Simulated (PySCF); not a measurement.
Correlation energy of Ga (gallium, neutral)

[Ar] 3d10 4s2 4p1, 2P determinant. Computed with PySCF 2.14 in aug-cc-pVDZ-PP with ECP10MDF, with scalar relativity through the core potential. Frozen: 3s2 3p6 3d10; 3 electrons correlated.

MP2 pair energies summed by pair of shells (mhartree):

```
 pair  energy  share (%)
4s-4s  -17.54       60.7
4s-4p  -11.36       39.3
```

Total MP2 correlation energy: -28.90 mhartree.

Same-spin part -2.25 and opposite-spin part -26.64 mhartree; SCS-MP2 scales them by 1/3 and 6/5 to -32.72 mhartree.

```json
{"level": "CCSD", "correlation energy (mhartree)": "-43.40"}
{"level": "(T)", "correlation energy (mhartree)": "-0.54"}
{"level": "CCSD(T)", "correlation energy (mhartree)": "-43.94"}
```

Diagnostics: T1 = 0.012, D1 = 0.0302, largest double amplitude 0.052.

Is a single reference adequate?

Yes, within this model without spin-orbit coupling: T1 lies below 0.03 and no double amplitude reaches 0.07.
